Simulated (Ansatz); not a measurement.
A nudged elastic band was laid between two geometries of C$_{2}$H$_{10}$AlNSi$_{2}$ (16 atoms, charge 0, multiplicity 1).

Method: Ansatz 0.2.0, RKS r2SCAN-D4/6-31G*.

| Quantity | Value |
| --- | --- |
| movable images | 7 |
| climbing image | yes |
| spring | 5.0 eV/Å² |
| optimiser | quadratic models (default) |
| start path | through a guess of the saddle point |
| force threshold | 0.05 eV/Å |
| iteration limit | 60 |
| end points | relaxed |

Initial state:

```xyz
16
Properties=species:S:1:pos:R:3
N -2.293 -1.801 -0.320
Si -0.776 -1.078 -0.737
C 0.730 -1.065 0.434
Si 1.094 0.698 -0.251
Al 1.856 2.356 1.379
C -0.737 0.813 -0.837
H -2.769 -1.549 0.537
H -2.469 -2.769 -0.560
H -0.380 -1.706 -2.031
H 1.491 -1.845 0.324
H 0.431 -1.014 1.491
H 1.974 0.573 -1.457
H 3.201 3.208 1.244
H 0.954 2.591 2.682
H -0.965 1.291 -1.794
H -1.364 1.274 -0.060
```

Final state:

```xyz
16
Properties=species:S:1:pos:R:3
N -1.245 -0.137 1.005
Si -0.716 -0.884 -0.591
C 1.071 -1.337 -0.294
Si 1.356 0.597 -0.440
Al 0.203 1.249 1.626
C -0.209 0.589 -1.620
H -2.142 0.347 0.929
H -1.358 -0.836 1.743
H -1.771 -1.863 -0.994
H 1.484 -1.868 -1.164
H 1.375 -1.852 0.622
H 2.631 0.970 -1.128
H -0.626 2.625 1.645
H 0.703 0.622 3.017
H 0.061 0.274 -2.638
H -0.841 1.481 -1.673
```

Which bonds break or form, and what moves?

Bonds formed: N1–Al5. The height of N1 over the plane of its neighbours goes from -0.20 to 0.38 Å.

Give the energies along the band, and the barrier.

It converged. The highest image is number 4 of 0 to 8, 0.093 eV above the first end and 1.112 eV above the last; the last end lies 1.020 eV below the first. A vibrational analysis at the climbing image gives one clearly imaginary mode, 103i cm⁻¹, and a faint second one (34i cm⁻¹) that may be numerical noise or a soft torsion: probably a first-order saddle point.

```csv
image,path coordinate (Å),energy (eV),N1–Al5 (Å),height of N1 over the plane of its neighbours (Å)
0,0.00,0.000,6.11,-0.20
1,1.11,0.016,5.84,-0.22
2,2.21,0.049,5.53,-0.24
3,3.32,0.078,5.19,-0.25
4,4.43,0.093,4.79,-0.17
5,5.50,-0.023,4.13,0.28
6,6.57,-0.150,3.47,0.32
7,7.64,-0.542,2.64,0.39
8,8.71,-1.020,2.10,0.38
```

What is the geometry of the highest image?


```xyz
16
Properties=species:S:1:pos:R:3
N -2.150 -1.112 0.295
Si -0.789 -1.117 -0.774
C 0.940 -1.299 0.008
Si 1.173 0.584 -0.270
Al 1.188 2.021 1.723
C -0.440 0.663 -1.325
H -2.456 -0.251 0.731
H -2.394 -1.915 0.862
H -1.026 -2.116 -1.861
H 1.633 -1.901 -0.595
H 0.983 -1.658 1.041
H 2.383 0.884 -1.108
H 1.063 3.610 1.588
H 1.281 1.414 3.201
H -0.217 0.755 -2.396
H -1.197 1.415 -1.076
```

The band took 8 iterations and of the order of 8 core-minutes.

The run took 4.2 min on 2 threads of Intel(R) Xeon(R) Platinum 8488C (Sapphire Rapids) (shared host), peak memory 0.25 GiB.
